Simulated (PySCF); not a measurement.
Fill in the blanks.

Compound: 3-methoxythiophene, C5H6OS.
InChI=1S/C5H6OS/c1-6-5-2-3-7-4-5/h2-4H,1H3

Conformer (atom-mapped SMILES and torsion angles): `[CH3:1][O:2][c:3]1[cH:4][cH:5][s:6][cH:7]1`: C1–O2–C3–C4 179°.

```json
{"property": "point group of the GFN2-xTB geometry", "level": "GFN2-xTB", "value": "?"}
{"property": "rotational constants A, B, C of the GFN2-xTB geometry", "level": "GFN2-xTB", "value": "5.748, 1.562, 1.238 GHz"}
{"property": "dipole moment", "level": "CAM-B3LYP/def2-SVPD", "value": "?"}
{"property": "HOMO energy", "level": "CAM-B3LYP/def2-SVPD", "value": "-7.62 eV"}
{"property": "LUMO energy", "level": "CAM-B3LYP/def2-SVPD", "value": "?"}
{"property": "lowest singlet excitation", "level": "TDDFT CAM-B3LYP/def2-SVPD", "value": "5.48 eV (226 nm, f = 0.096)"}
{"property": "lowest triplet excitation (Tamm–Dancoff)", "level": "TDA CAM-B3LYP/def2-SVPD", "value": "3.85 eV"}
{"property": "static isotropic polarisability", "level": "CAM-B3LYP/def2-SVPD", "value": "78.9 au"}
{"property": "electronic spatial extent ⟨r²⟩ about the centre of nuclear charge", "level": "CAM-B3LYP/def2-SVPD", "value": "?"}
{"property": "13C chemical shifts (computed TMS as zero) by class", "level": "GIAO PBE0/pcSseg-1", "value": "165.2 (1 C), 133.2 (1 C), 125.2 (1 C), 101.4 (1 C), 57.9 (1 C) ppm"}
{"property": "1H chemical shifts (computed TMS as zero) by class", "level": "GIAO PBE0/pcSseg-1", "value": "?"}
{"property": "isotropic shieldings of nuclei other than C and H, by class", "level": "GIAO PBE0/pcSseg-1", "value": "?"}
```

Gas-phase values; electronic properties from PySCF, density fitting. The structure is a single GFN2-xTB conformer in the gas phase; no vibrational or solvent corrections. NMR classes are plain means over equivalent atoms (diastereotopic ones count apart unless rotation or inversion swaps them), as if these changed places fast; in this geometry the members of some classes differ.

**Question.** What is the LUMO energy?

**Answer.** 0.82 eV.

**Question.** What is the dipole moment?

**Answer.** 1.05 D.

**Question.** The isotropic shieldings of nuclei other than C and H, by class?

**Answer.** 235 (1 O), 322 (1 S) ppm.

**Question.** What is the point group of the GFN2-xTB geometry?

**Answer.** Cs.

**Question.** Give the electronic spatial extent ⟨r²⟩ about the centre of nuclear charge.

**Answer.** 928 bohr².

**Question.** Give the 1H chemical shifts (computed TMS as zero) by class.

**Answer.** 7.08 (1 H), 6.89 (1 H), 5.79 (1 H), 3.93 (3 H) ppm.

The rotational constants make it an asymmetric top with κ = (2B − A − C)/(A − C) = -0.86, nearer the prolate limit (−1). The vertical singlet–triplet gap S1 − T1 is 1.63 eV (TDDFT singlet less Tamm–Dancoff triplet; S1: HOMO→LUMO, weight 0.94; T1: HOMO→LUMO, weight 0.68). The polarisability is 11.69 Å³ as a volume (1 au = 0.148185 Å³), or 1.32 au for each of the 60 electrons. With B = h/(8π²I), that is 505.379 GHz u Å² over I, the principal moments of inertia are 87.9, 323.6 and 408.3 u Å² (most abundant isotopes); the inertial defect Ic − Ia − Ib is -3.2 u Å² (zero for a rigid planar frame, negative otherwise). The 8 singlets span 5.48 to 6.99 eV, and their oscillator strengths add up to 0.23. The dipole equals about 3.5 × 10⁻³⁰ C·m (1 D = 3.33564 × 10⁻³⁰ C·m).
